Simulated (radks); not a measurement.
Results of a calculation; reference values are marked as such.
Question: These are the eigenvalues of the occupied orbitals of an atom or ion with whole-number occupations (hartree). Code: a radial shooting solver on a logarithmic mesh with Libxc functionals. Model: scalar-relativistic Kohn-Sham, PBE, spin-polarised, spherical densities, finite nucleus; Fermi nuclear charge, rms radius of each element as measured or else 0.836 A^(1/3) + 0.57 fm.

orbital  eigenvalue
1s up     -646.6991
1s down   -646.4530
2s up     -134.7356
2s down   -134.3395
2p up     -126.9759
2p down   -126.4974

Which element is it, and in what charge state? The configuration may be excited. Open shells, if any, are filled with parallel spins first.

Answer: Z = 38, strontium, charge +29: Sr29+ in [He] 2s2 2p5. The list shows which subshells hold electrons but not how many an open one holds; the 1s level, -646.7 hartree, gives Z - s = 36.0 by -(Z - s)^2/2, which with screening and relativity narrows Z to a few neighbours, and the depths of the outer levels then fix element, charge and occupations together.
